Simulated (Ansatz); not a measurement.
Dissociation curve of Mg₂, singlet.

- UKS-PBE0 = unrestricted PBE0/cc-pVDZ (Ansatz, an electronic-structure program)
- FCI = full CI/cc-pVDZ, frozen core run with Ansatz

Energies relative to the lowest point of each curve near equilibrium, in eV:

| R / Å | UKS-PBE0 |
|---|---|
| 2.71 | 0.417 |
| 2.88 | 0.218 |
| 3.06 | 0.096 |
| 3.88 | 0.012 |
| 3.97 | 0.019 |
| 4.18 | 0.034 |
| 4.46 | 0.054 |
| 5.87 | 0.101 |
| 6.45 | 0.106 |
| 7.86 | 0.110 |
| 8.86 | 0.110 |
| 10.79 | 0.110 |

Problem. What does FCI give at the same points?

Solution. 2.71: 0.512; 2.88: 0.300; 3.06: 0.166; 3.88: 0.010; 3.97: 0.007; 4.18: 0.003; 4.46: 0.001; 5.87: 0.004; 6.45: 0.007; 7.86: 0.011; 8.86: 0.012; 10.79: 0.013 (eV).
